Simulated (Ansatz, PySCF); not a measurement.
Process, species as SMILES: N[Si](Br)(Br)Br + 3 [SiH4] (SiH4) -> N[SiH3] + 3 [SiH3]Br [bromosilane]
Structures are relaxed separately at B3LYP-D3(BJ)/def2-TZVP in Ansatz (an electronic-structure program), one conformer each, not searched for the lowest. Frequencies are from Ansatz or PySCF.

Property: bond separation energy (0 K, with B3LYP-D3(BJ) harmonic zero-point energies), in eV. Correlated levels leave the core frozen unless marked. Spin-orbit coupling is left out. The frozen core is the preceding noble-gas configuration, with the filled d and f shells of earlier blocks. No relativistic terms. CBS marks a two-point X^-3 extrapolation of the correlation energy; Hartree-Fock from the larger set.

```
level             program  bond separation energy (eV)
----------------  -------  ---------------------------
PBE/def2-TZVPD     Ansatz                         0.38
PBE0/def2-TZVPD    Ansatz                         0.34
BHLYP/def2-TZVPD   Ansatz                         0.22
HSE06/def2-TZVPD   Ansatz                         0.34
```

Q: Predict the CCSD(T)/CBS(def2-TZVPPD,def2-QZVPPD) result (Ansatz).

A: 0.36 eV, so HSE06/def2-TZVPD differs from it by -0.02 eV.
